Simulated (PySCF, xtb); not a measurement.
C₄H₆OSe, SMILES C=C1OC[C@H]1[SeH].

GFN2-xTB run with xtb at its own geometry gives an orbital gap of 3.77 eV and a dipole moment of 2.33 D.

Geometry: PBE0-D3(BJ)/def2-SVP. The structure was generated by enumeration; whether it is a known compound was not checked. The values are those of a single conformer.

**Question.** What does PBE/def2-TZVP in PySCF give? (Estimate from the structure and the level; the computed values follow.)

**Answer.** gap 4.29 eV (levels -5.47 and -1.18 eV), dipole 2.04 D.
